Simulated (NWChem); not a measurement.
System meant: CdSiH₃F; SMILES [Cd]([F])[SiH3]

Here is an NWChem input.

```
start job
memory heap 200 mb stack 900 mb global 1100 mb
geometry units angstroms noautoz
  Cd    -0.557483     0.351405     0.000000
  F     -0.653092     2.293046     0.000000
  Si    -0.435752    -2.112257     0.000000
  H     -1.108446    -2.670432    -1.212893
  H     -1.108446    -2.670432     1.212893
  H      0.989014    -2.565730     0.000000
end
basis spherical
  * library def2-svp
end
dft
  xc pbe0
  iterations 150
  mulliken
end
task dft energy
```

End of the output:

```
             Northwest Computational Chemistry Package (NWChem) 7.3.0
             --------------------------------------------------------

 C3V symmetry detected

                             Geometry "geometry" -> ""
                             -------------------------

 Output coordinates in angstroms (scale by  1.889725989 to convert to a.u.)

  No.       Tag          Charge          X              Y              Z
 ---- ---------------- ---------- -------------- -------------- --------------
    1 Cd                  48.0000    -0.00000000    -0.00000000    -0.35147614
    2 F                    9.0000     0.00000000     0.00000000    -2.29546966
    3 Si                  14.0000     0.00000000     0.00000000     2.11519142
    4 H                    1.0000     0.36242117    -1.35257423     2.63913392
    5 H                    1.0000    -1.35257423     0.36242117     2.63913392
    6 H                    1.0000     0.99015306     0.99015306     2.63913392

 Effective nuclear repulsion energy (a.u.)     318.2589008327

      Symmetry information
      --------------------

 Group name             C3v
 Group number             17
 Group order               6
 No. of unique centers     4

                                 NWChem DFT Module
                                 -----------------

 Summary of "ao basis" -> "ao basis" (spherical)
 ------------------------------------------------------------------------------
       Tag                 Description            Shells   Functions and Types
 ---------------- ------------------------------  ------  ---------------------
 Cd                         def2-svp                11       31   5s3p2d1f
 F                          def2-svp                 6       14   3s2p1d
 Si                         def2-svp                 8       18   4s3p1d
 H                          def2-svp                 3        5   2s1p

      Symmetry analysis of basis
      --------------------------

        a1         30
        a2          2
        e          46

  Rotation of axis

            General Information
            -------------------
          SCF calculation type: DFT
          Wavefunction type:  closed shell.
          No. of atoms     :     6
          No. of electrons :    74
           Alpha electrons :    37
            Beta electrons :    37
          Charge           :     0
          Spin multiplicity:     1
          Use of symmetry is: on ; symmetry adaption is: on
          Maximum number of iterations: 150
          AO basis - number of functions:    78
                     number of shells:    34
          Convergence on energy requested:  1.00D-06
          Convergence on density requested:  1.00D-05
          Convergence on gradient requested:  5.00D-04

              XC Information
              --------------
                         PBE0 Method XC Functional
                     Hartree-Fock (Exact) Exchange  0.250
          PerdewBurkeErnzerhof Exchange Functional  0.750
            Perdew 1991 LDA Correlation Functional  1.000 local
           PerdewBurkeErnz. Correlation Functional  1.000 non-local

             Grid Information
             ----------------
          Grid used for XC integration:  medium
          Radial quadrature: Mura-Knowles
          Angular quadrature: Lebedev.
          Tag              B.-S. Rad. Rad. Pts. Rad. Cut. Ang. Pts.
          ---              ---------- --------- --------- ---------
          Cd                  1.55      123          10.0       590
          F                   0.50       49          12.0       434
          Si                  1.10       88          11.0       590
          H                   0.35       45          11.0       434
          Grid pruning is: on
          Number of quadrature shells:   305
          Spatial weights used:  Erf1

      Superposition of Atomic Density Guess
      -------------------------------------

 Sum of atomic energies:       -1597.74870701

      Non-variational initial energy
      ------------------------------

 Total energy =   -1601.549972
 1-e energy   =   -2848.338453
 2-e energy   =     928.529580
 HOMO         =      -1.283837
 LUMO         =      -1.156035

      Symmetry analysis of molecular orbitals - initial
      -------------------------------------------------

  Numbering of irreducible representations:

     1 a1          2 a2          3 e

  Orbital symmetries:

     1 a1          2 a1          3 a1          4 a1          5 a1
     6 e           7 e           8 a1          9 e          10 e
    11 e          12 e          13 a1         14 e          15 e
    16 e          17 e          18 a1         19 a2         20 a1
    21 a1         22 a1         23 e          24 e          25 a1
    26 e          27 e          28 a1         29 a1         30 e
    31 e          32 e          33 e          34 a1         35 a1
    36 e          37 e          38 a1         39 e          40 e
    41 a1         42 e          43 e          44 a1         45 a1
    46 e          47 e

     ---------------------------------------------
      Total Density - Mulliken Population Analysis
     ---------------------------------------------

    Atom       Charge   Shell Charges
 -----------   ------   -------------------------------------------------------
    1 Cd  48    55.71   2.00  2.01  2.04  2.68 -0.51  6.02  6.83 -0.28 10.03 10.89 14.00
    2 F    9     8.88   1.99  1.05  0.83  3.34  1.65  0.02
    3 Si  14     9.24   2.00  1.97  0.36 -0.38  5.90  0.07 -0.51 -0.18
    4 H    1     0.06   0.02  0.04  0.00
    5 H    1     0.06   0.02  0.04  0.00
    6 H    1     0.06   0.02  0.04  0.00

[...]
```

Task: Find the fault in this run and fix the input.

Result: The run ends normally but its numbers are meaningless: the def2 basis of a heavy element holds valence functions alone and wants its effective core potential (without it all electrons must fit into that basis). This input runs:
```
start job
memory heap 200 mb stack 900 mb global 1100 mb
geometry units angstroms noautoz
  Cd    -0.557483     0.351405     0.000000
  F     -0.653092     2.293046     0.000000
  Si    -0.435752    -2.112257     0.000000
  H     -1.108446    -2.670432    -1.212893
  H     -1.108446    -2.670432     1.212893
  H      0.989014    -2.565730     0.000000
end
basis spherical
  * library def2-svp
end
ecp
  Cd library def2-ecp
end
dft
  xc pbe0
  iterations 150
  mulliken
end
task dft energy
```
It converges to -558.48107 Ha (PBE0/def2-SVP with def2 effective core potentials on Cd). The faulty run gave -1705.306 Ha, with all electrons squeezed into the valence basis.
